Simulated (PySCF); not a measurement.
Species: protonated nitrous oxide, HN2O (charge +1).
Atom-mapped SMILES: `[N:1]#[N+:2][OH:3]` (hydrogens: H4 on O3)

Structure optimised with GFN2-xTB, isolated species.

(1) List the bond lengths and angles at this level.

Results:

(1) 
```
 bond  length (Å)
N1≡N2       1.090
N2–O3       1.208
O3–H4       0.991
```

A selection of angles:
```
   angle  degrees
N1–N2–O3    174.3
N2–O3–H4    122.3
```

O3 (hydroxyl oxygen) is bent (angle 122.3°).

Point group: Cs (tolerance 0.08 Å). No frequency check.

These are computed values.

---

Species: Me3SiCl, C3H9ClSi.
Atom-mapped SMILES: `[CH3:1][Si:2]([CH3:3])([CH3:4])[Cl:5]` (hydrogens: H6, H7, H8 on C1; H9, H10, H11 on C3; H12, H13, H14 on C4)

The geometry is computed with GFN2-xTB (gas phase).

(1) Give the optimised bond lengths and angles.

## Answers

(1) 
```tsv
bond	length (Å)	order
C1–Si2, Si2–C3, Si2–C4	1.905	single
Si2–Cl5	2.045	single
C1–H6 and 8 like bonds	1.086	single
```

Bonds in one row agree within 0.01 Å and their mean is given. Orders are formal, as drawn. A selection of angles:
```tsv
angle	degrees
Si2–C1–H6	111.3
H6–C1–H7	107.7
C1–Si2–C3	110.7
C1–Si2–Cl5	108.1
```

All 3 C–Si bonds measure 1.905 Å. Si2 (chlorine-bound silicon) is tetrahedral (angles from 108.1° to 110.8°).

Point group: C3v (every atom within 0.08 Å of its image). Stationary, but not proved a minimum.
